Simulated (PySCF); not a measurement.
Computed shifts of a molecule C₃H₇ClSi, B3LYP/pcSseg-1 (PySCF), GIAO, gas phase, atoms alike by connectivity averaged where their shifts nearly agree, in ppm (number of nuclei): ¹³C: 150.6 (1), 137.7 (1), -2.7 (1). ²⁹Si: -40.5 (1). ¹H: 6.75 (1), 6.42 (1), 4.62 (1), 4.37 (1), 0.59 (3). References: ¹³C against TMS (σ = 181.3 ppm); ²⁹Si against TMS (σ = 338.7 ppm); ³⁵Cl against HCl (σ = 933.3 ppm); ¹H against TMS (σ = 31.68 ppm), references at their B3LYP-D3(BJ)/def2-TZVP geometries, non-relativistic (without spin–orbit terms, shifts of atoms bonded to Cl or Br come out too high). Coordinates come from a ωB97X-D3(BJ)/def2-SVP optimisation. Other conformers were not sampled.

### Question
Identify the compound among the candidates.
A) C[SiH2]/C=C/Cl
B) C/C([SiH3])=C/Cl
C) ClC1C[SiH2]C1
D) C=CC[SiH2]Cl

### Answer
A, C[SiH2]/C=C/Cl
